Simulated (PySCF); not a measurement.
CHF2, SMILES F[CH]F, multiplicity 2. Atoms are numbered in the order given.

```xyz
4

F     -0.0282    -0.2419    -1.0974
C      0.1498     0.4871     0.0000
F     -0.0282    -0.2419     1.0974
H     -0.3915     1.4321     0.0000
```
Charge 0, spin multiplicity 2.

The structure is a stationary point at B3LYP-D3(BJ)/def2-TZVP. The isomer is the one that the SMILES or the coordinates give; other isomers of the formula were not compared.

The numbers are results of B3LYP-D3(BJ)/def2-TZVP in PySCF 2.14.0, not measurements.

Harmonic, unscaled wavenumbers; measured fundamentals usually lie a few per cent lower.

```
mode  ν (cm⁻¹)  IR (km/mol)  moving atoms (share of kinetic energy)
----  --------  -----------  --------------------------------------
1          547          4.0                          F 83 %, C 16 %
2          995          8.2                          H 68 %, C 28 %
3         1170         95.4                          C 53 %, F 42 %
4         1178        248.8                  C 47 %, F 34 %, H 19 %
5         1331         54.1                          H 74 %, C 23 %
6         3111         22.5                                  H 92 %
```
